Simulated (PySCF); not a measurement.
## How methods differ on the ionisation energy of Tm⁵⁰⁺

Tm⁵⁰⁺ [Ar] 3d1 (2D) → Tm⁵¹⁺ [Ar] (1S), as a difference of total energies. Calculation: PySCF 2.14, in an even-tempered Gaussian basis (17 s from 11 bohr⁻², ratio 2.5; 12 p from 15 bohr⁻², ratio 2.5; 7 d from 15 bohr⁻², ratio 2.5; 4 f from 51 bohr⁻², ratio 2.7; 3 g from 77 bohr⁻², ratio 2.7); scalar relativity by spin-free X2C-1e. Correlated levels: outer shells: [Ne] frozen; virtual orbitals above 40 to 60 times the deepest correlated orbital energy dropped. The calculations carry no spin-orbit coupling.

```tsv
method	ionisation energy (eV)
UHF	4428.9
LDA	4429.4
PBE	4430.8
PBE0	4430.7
r2SCAN	4431.6
M06	4427.9
revPBE	4430.7
MP2 (outer shells)	4428.5
SCS-MP2 (outer shells)	4428.5
```

A first-order spin-orbit estimate (lowest level to lowest level, LS coupling) adds 33.118 eV.

Breit and QED terms and the two-electron picture change are absent.

First order in ζ underestimates the shift of j = l − 1/2 levels at high Z.

For comparison: 4461 ± 4 eV (theoretical estimate listed by NIST; NIST Atomic Spectra Database, ionization energies).
